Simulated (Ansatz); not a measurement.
`NC1([SiH3])CO1` → `C=NCO[SiH3]`  (isomerisation)

Isolated molecules relaxed with PBE0-D4/def2-TZVP in Ansatz; ΔE leaves out vibrations. CCSD(T)/CBS adds triple-zeta CCSD(T) − MP2 to the extrapolated MP2 energy (def2 sets, frozen cores). Functionals use def2-TZVPP. Each species was taken in one conformer, which may not be the lowest.

`NC1([SiH3])CO1`:

Cartesian coordinates in Å:
```
N -1.347 -0.384 -0.771
C -0.220 0.150 -0.116
Si 0.677 -1.038 1.039
C 0.524 1.240 -0.742
O -0.287 1.516 0.384
H -2.056 -0.692 -0.118
H -1.764 0.268 -1.424
H 1.782 -0.305 1.703
H 1.219 -2.191 0.275
H -0.283 -1.544 2.057
H 0.156 1.634 -1.690
H 1.598 1.345 -0.595
```

`C=NCO[SiH3]`:

```xyz
12

C     1.866   -1.214    0.702
N     1.059   -0.639    1.477
C    -0.055    0.068    0.940
O    -0.138    0.047   -0.465
Si   -1.308    0.820   -1.323
H     1.766   -1.207   -0.386
H     2.710   -1.748    1.138
H     0.016    1.104    1.301
H    -0.960   -0.374    1.379
H    -1.284    2.283   -1.044
H    -2.656    0.299   -0.967
H    -1.016    0.562   -2.751
```

Task: Is it downhill or uphill in electronic energy at CCSD(T)/CBS, and by how much? (An estimate is asked.)

Result: Ansatz gave: Downhill: ΔE = -125.9 kJ/mol.

Task: What do these levels give: r2SCAN-D4, PBE0-D4, B2PLYP, SCS-MP2/def2-QZVPP, HF/CBS(def2), MP2/CBS(def2)? (Estimate.)

Result: Computed: r2SCAN-D4 -113.9, PBE0-D4 -104.5, B2PLYP -132.9, SCS-MP2/def2-QZVPP -129.9, HF/CBS(def2) -166.2, MP2/CBS(def2) -117.4 kJ/mol.

Largest T1 diagnostic among the species: 0.012.

From PBE to PBE0 (25 % exact exchange), in def2-TZVPP and without D4, ΔE moves by −3.5 kJ/mol. In def2-TZVPP, CCSD(T) changes the Hartree–Fock value by +36.5 kJ/mol (the triples alone add +3.9 kJ/mol) and MP2 by +44.9 kJ/mol.
